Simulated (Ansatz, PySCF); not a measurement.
C4H9O, SMILES CC(C)(C)[O], multiplicity 2. Atoms are numbered in the order given.

```xyz
14

C     -0.5334     1.3990     0.0000
C      0.0711    -0.0252     0.0000
C     -0.3517    -0.7738    -1.2679
C     -0.3517    -0.7738     1.2679
O      1.4202     0.2116     0.0000
H     -1.6301     1.3132     0.0000
H     -0.2154     1.9521     0.8945
H     -0.2154     1.9521    -0.8945
H     -1.4428    -0.9133    -1.3052
H      0.1220    -1.7666    -1.2951
H     -0.0319    -0.2170    -2.1604
H     -0.0319    -0.2170     2.1604
H     -1.4428    -0.9133     1.3052
H      0.1220    -1.7666     1.2951
```
Charge 0, spin multiplicity 2.

Geometry: PBE0-D3(BJ)/def2-SVP. The isomer is the one that the SMILES or the coordinates give; other isomers of the formula were not compared.

Two levels are set side by side: PBE-D3(BJ)/def2-SVP (Ansatz, a first-principles code) and PBE0-D3(BJ)/def2-SVP (Ansatz). Each level has its own optimised geometry; the coordinates shown are those of the second. Frequencies come from the Hessian of PySCF at each geometry. Differences are taken from unrounded values.

```tsv
quantity	PBE0-D3(BJ)	PBE-D3(BJ)	PBE-D3(BJ) minus PBE0-D3(BJ)
mean bond length (Å)	1.221	1.231	0.009
bond C1–C2 (Å)	1.547	1.572	0.025
bond C2–C3 (Å)	1.532	1.546	0.014
bond C2–C4 (Å)	1.532	1.546	0.014
bond C2–O5 (Å)	1.370	1.364	-0.006
bond C1–H6 (Å)	1.100	1.108	0.008
bond C1–H7 (Å)	1.099	1.106	0.007
bond C1–H8 (Å)	1.099	1.106	0.007
bond C3–H9 (Å)	1.101	1.109	0.008
bond C3–H10 (Å)	1.100	1.108	0.008
bond C3–H11 (Å)	1.099	1.107	0.008
bond C4–H12 (Å)	1.099	1.107	0.008
bond C4–H13 (Å)	1.101	1.109	0.008
bond C4–H14 (Å)	1.100	1.108	0.008
highest harmonic wavenumber (cm⁻¹)	3182	3102	-80
mean harmonic wavenumber (cm⁻¹)	1493	1441	-52
zero-point energy (kcal/mol)	76.83	74.15	-2.68
```

Exact exchange shortens and stiffens bonds; PBE has none. Differences between two approximate levels are no errors against the true value.
